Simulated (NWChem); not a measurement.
System: hydrogen bromide (HBr); SMILES Br

Input file for NWChem:

```
start job
memory heap 200 mb stack 900 mb global 1100 mb
geometry units angstroms noautoz
  Br     0.000000     0.000000     0.049320
  H      0.000000     0.000000    -1.373047
end
basis spherical
  * library 6-31g*
end
dft
  xc b3lyp
  iterations 150
  mulliken
end
task dft energy
```

Excerpt of the output:

```
             Northwest Computational Chemistry Package (NWChem) 7.3.0
             --------------------------------------------------------

 ORDER OF PRIMARY AXIS IS BEING SET TO 4
 C4V symmetry detected

                             Geometry "geometry" -> ""
                             -------------------------

 Output coordinates in angstroms (scale by  1.889725989 to convert to a.u.)

  No.       Tag          Charge          X              Y              Z
 ---- ---------------- ---------- -------------- -------------- --------------
    1 Br                  35.0000     0.00000000     0.00000000     0.03951019
    2 H                    1.0000     0.00000000     0.00000000    -1.38285681

 Effective nuclear repulsion energy (a.u.)      13.0213958247

      Symmetry information
      --------------------

 Group name             C4v
 Group number             18
 Group order               8
 No. of unique centers     2

                                 NWChem DFT Module
                                 -----------------

 Summary of "ao basis" -> "ao basis" (spherical)
 ------------------------------------------------------------------------------
       Tag                 Description            Shells   Functions and Types
 ---------------- ------------------------------  ------  ---------------------
 Br                          6-31g*                 12       32   5s4p3d
 H                           6-31g*                  2        2   2s

      Symmetry analysis of basis
      --------------------------

        a1         14
        a2          0
        b1          3
        b2          3
        e          14

            General Information
            -------------------
          SCF calculation type: DFT
          Wavefunction type:  closed shell.
          No. of atoms     :     2
          No. of electrons :    36
           Alpha electrons :    18
            Beta electrons :    18
          Charge           :     0
          Spin multiplicity:     1
          Use of symmetry is: on ; symmetry adaption is: on
          Maximum number of iterations: 150
          AO basis - number of functions:    34
                     number of shells:    14
          Convergence on energy requested:  1.00D-06
          Convergence on density requested:  1.00D-05
          Convergence on gradient requested:  5.00D-04

              XC Information
              --------------
                         B3LYP Method XC Potential
                     Hartree-Fock (Exact) Exchange  0.200
                        Slater Exchange Functional  0.800 local
                    Becke 1988 Exchange Functional  0.720 non-local
              Lee-Yang-Parr Correlation Functional  0.810
                  VWN I RPA Correlation Functional  0.190 local

             Grid Information
             ----------------
          Grid used for XC integration:  medium
          Radial quadrature: Mura-Knowles
          Angular quadrature: Lebedev.
          Tag              B.-S. Rad. Rad. Pts. Rad. Cut. Ang. Pts.
          ---              ---------- --------- --------- ---------
          Br                  1.15      112           6.0       590
          H                   0.35       45           7.0       434
          Grid pruning is: on
          Number of quadrature shells:   157
          Spatial weights used:  Erf1

      Superposition of Atomic Density Guess
      -------------------------------------

 Sum of atomic energies:       -2572.58551107

      Non-variational initial energy
      ------------------------------

 Total energy =   -2572.661873
 1-e energy   =   -3607.171571
 2-e energy   =    1021.488302
 HOMO         =      -0.401361
 LUMO         =       0.082607

      Symmetry analysis of molecular orbitals - initial
      -------------------------------------------------

 !! scf_movecs_sym_adapt:    6 vectors were symmetry contaminated

  Symmetry fudging

 !! scf_movecs_sym_adapt:    6 vectors were symmetry contaminated

  Numbering of irreducible representations:

     1 a1          2 a2          3 b1          4 b2          5 e

  Orbital symmetries:

     1 a1          2 a1          3 a1          4 e           5 e
     6 a1          7 a1          8 e           9 e          10 a1
    11 e          12 e          13 b1         14 b2         15 a1
    16 a1         17 e          18 e          19 a1         20 a1
    21 a1         22 e          23 e          24 e          25 e
    26 b1         27 b2         28 a1

     ---------------------------------------------
      Total Density - Mulliken Population Analysis
     ---------------------------------------------

    Atom       Charge   Shell Charges
 -----------   ------   -------------------------------------------------------
    1 Br  35    35.37   2.00  2.00  6.00  2.00  5.99  1.56  3.89  0.38  1.53  6.97  2.93  0.12
    2 H    1     0.63   0.34  0.29

   convergence    iter        energy       DeltaE   RMS-Dens  Diis-err
 ---------------- ----- ----------------- --------- --------- ---------
 d= 0,ls=0.0,diis     1  -2574.4519851996 -2.59D+03  1.53D-02  1.68D-01
 d= 0,ls=0.0,diis     2  -2574.4632915695 -1.13D-02  7.79D-03  7.88D-02
 d= 0,ls=0.0,diis     3  -2574.4727338133 -9.44D-03  1.89D-03  3.53D-03
 d= 0,ls=0.0,diis     4  -2574.4731668884 -4.33D-04  3.22D-04  1.04D-04

 !! scf_movecs_sym_adapt:    2 vectors were symmetry contaminated

  Symmetry fudging
 d= 0,ls=0.0,diis     5  -2574.4731774406 -1.06D-05  5.14D-05  7.10D-06
 d= 0,ls=0.0,diis     6  -2574.4731782100 -7.69D-07  9.79D-06  4.22D-08

         Total DFT energy =    -2574.473178209960
      One electron energy =    -3607.668899633916
           Coulomb energy =     1111.858241540660
    Exchange-Corr. energy =      -91.683915941402
 Nuclear repulsion energy =       13.021395824699

 Numeric. integr. density =       36.000014611346

                  Occupations of the irreducible representations
                  ----------------------------------------------

                     irrep           alpha         beta
                     --------     --------     --------
                     a1                8.0          8.0
                     a2                0.0          0.0
                     b1                1.0          1.0
                     b2                1.0          1.0
                     e                 8.0          8.0

                       DFT Final Molecular Orbital Analysis
                       ------------------------------------

 Vector   16  Occ=2.000000D+00  E=-4.519257D-01  Symmetry=a1
              MO Center= -1.6D-16, -8.8D-17, -2.7D-01, r^2= 1.6D+00
   Bfn.  Coefficient  Atom+Function         Bfn.  Coefficient  Atom+Function
  ----- ------------  ---------------      ----- ------------  ---------------
    13      0.607352  1 Br pz                10     -0.290782  1 Br s
    33     -0.285763  2 H  s                  9     -0.281592  1 Br pz
    34     -0.257461  2 H  s                 14      0.164980  1 Br s
     6      0.134222  1 Br s                 17      0.128267  1 Br pz
     5      0.084861  1 Br pz                30     -0.057055  1 Br d  0

 Vector   17  Occ=2.000000D+00  E=-3.080040D-01  Symmetry=e
              MO Center=  1.4D-16,  4.0D-16,  2.1D-02, r^2= 1.5D+00
   Bfn.  Coefficient  Atom+Function         Bfn.  Coefficient  Atom+Function
  ----- ------------  ---------------      ----- ------------  ---------------
    11      0.764087  1 Br px                15      0.347539  1 Br px
     7     -0.343463  1 Br px                12      0.166245  1 Br py
     3      0.102995  1 Br px                16      0.075615  1 Br py
     8     -0.074728  1 Br py

 Vector   18  Occ=2.000000D+00  E=-3.080040D-01  Symmetry=e
              MO Center= -3.6D-17, -1.7D-16,  2.1D-02, r^2= 1.5D+00
   Bfn.  Coefficient  Atom+Function         Bfn.  Coefficient  Atom+Function
  ----- ------------  ---------------      ----- ------------  ---------------
    12      0.764087  1 Br py                16      0.347539  1 Br py
     8     -0.343463  1 Br py                11     -0.166245  1 Br px
     4      0.102995  1 Br py                15     -0.075615  1 Br px
     7      0.074728  1 Br px

 Vector   19  Occ=0.000000D+00  E=-5.692964D-03  Symmetry=a1
              MO Center= -9.0D-17, -5.4D-17, -5.7D-01, r^2= 2.6D+00
   Bfn.  Coefficient  Atom+Function         Bfn.  Coefficient  Atom+Function
  ----- ------------  ---------------      ----- ------------  ---------------
    34      1.352214  2 H  s                 17      0.815834  1 Br pz
    13      0.552183  1 Br pz                14     -0.478627  1 Br s
    10      0.376158  1 Br s                 33      0.262552  2 H  s
     9     -0.220589  1 Br pz                 6     -0.120656  1 Br s
    30      0.094782  1 Br d  0               5      0.065378  1 Br pz

 Vector   20  Occ=0.000000D+00  E= 2.324002D-01  Symmetry=a1
              MO Center=  8.8D-17,  1.7D-16, -2.9D-01, r^2= 2.9D+00
   Bfn.  Coefficient  Atom+Function         Bfn.  Coefficient  Atom+Function
  ----- ------------  ---------------      ----- ------------  ---------------
    14      2.073901  1 Br s                 10      1.567710  1 Br s
    17     -0.640374  1 Br pz                34     -0.548747  2 H  s
    30     -0.175546  1 Br d  0              33     -0.162427  2 H  s
    13      0.140289  1 Br pz                 6     -0.128282  1 Br s
     2      0.118895  1 Br s                 20      0.063732  1 Br d  0

[...]
```

Level: B3LYP/6-31G* (spherical d). Coordinates come from a PBE0/def2-SVP optimisation.
